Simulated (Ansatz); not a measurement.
Species: sum formula SnH$_{2}$Cl$_{2}$ (charge 0, singlet). 
Geometry from a B3LYP-D3(BJ)/def2-TZVP (Ansatz, a quantum-chemistry and plane-wave program) optimisation:
```
Sn
H 1 1.6995
H 1 1.6995 2 118.63
Cl 1 2.3380 2 107.76 3 -122.66
Cl 1 2.3380 2 107.76 3 122.66
```
Charge 0, spin multiplicity 1.

Property: vertical triplet-singlet gap (E(triplet) - E(singlet); each state is the SCF solution reached for its spin; for the triplet the Hartree-Fock reference is unstable and T1 is 0.061), in kcal/mol. Cores are frozen in the correlated levels unless marked. Open shells are spin-unrestricted. Spin-orbit coupling is left out. The frozen core is the preceding noble-gas configuration, with the filled d and f shells of earlier blocks. In def2 rows, elements after Kr have scalar-relativistic effective core potentials.  The program attaches cautions to a run behind CCSD/def2-SVPD: other roots. The program attaches cautions to a run behind CCSD(T)/def2-SVPD: other roots.

| level | program | vertical triplet-singlet gap (kcal/mol) |
|---|---|---|
| HF/def2-TZVPPD | Ansatz | 141.5 |
| RI-HF/def2-QZVPPD | Ansatz | 141.6 |
| SVWN5/def2-TZVPD | Ansatz | 111.8 |
| PBE/def2-TZVPD | Ansatz | 113.3 |
| r2SCAN/def2-TZVPD | Ansatz | 120.4 |
| B3LYP/def2-TZVPD | Ansatz | 123.1 |
| PBE0/def2-TZVPD | Ansatz | 127.4 |
| BHLYP/def2-TZVPD | Ansatz | 138.9 |
| wB97M-V/def2-TZVPD | Ansatz | 140.7 |
| wB97X-V/def2-TZVPD | Ansatz | 143.6 |
| MP2/def2-TZVPPD | Ansatz | 154.0 |
| RI-MP2/def2-TZVPPD | Ansatz | 154.0 |
| RI-MP2/def2-QZVPPD | Ansatz | 155.2 |
| SCS-MP2/def2-TZVPPD | Ansatz | 154.5 |
| CCSD/def2-SVPD | Ansatz | 150.6 |
| CCSD/def2-TZVPPD | Ansatz | 147.9 |
| CCSD/def2-QZVPPD | Ansatz | 153.4 |
| CCSD(T)/def2-SVPD | Ansatz | 145.8 |
| CCSD(T)/def2-TZVPPD | Ansatz | 147.3 |
| CCSD(T)/def2-QZVPPD | Ansatz | 147.7 |
